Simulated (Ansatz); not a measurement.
Spectroscopic constants of SbAs, closed-shell singlet (lowest of 2S+1 = 1, 3, 5 at CCSD(T)/def2-TZVPP on PBE0 minima; our sources give no spin for the ground state, which may be another). No spin–orbit coupling. As is treated without relativity.

The constants come from a fifth-degree fit in 1/R (seven points, main isotopes). In def2 and cc sets the state is the lowest found near the PBE0 minimum, followed along R. The singlet is held restricted.

Programs: Ansatz (Gaussian basis) for Hartree–Fock, density functionals and correlated methods.  In def2 rows elements past Kr take small-core potentials, without spin–orbit coupling.

Energies at B3LYP/def2-TZVPP:

```tsv
R (Å)	E (hartree)
2.119400	-2476.25207171
2.176373	-2476.26166882
2.228788	-2476.26669835
2.288040	-2476.26884296
2.347292	-2476.26797926
2.415660	-2476.26407634
2.495422	-2476.25659294
```

Problem. With a reduced mass of 46.2571 u, find the minimum, the force constant and the constants.

Solution. A fifth-degree polynomial in 1/R puts the minimum at r_e = 2.2986 Å with force constant 357 N/m. Then ω_e = (1/2πc)√(k/μ) = 362 cm⁻¹ and B_e = h/(8π²cμr_e²) = 0.06898 cm⁻¹; the cubic and quartic terms give α_e = 0.00016 and ω_e x_e = 0.60 cm⁻¹.

Ansatz is an electronic-structure program.
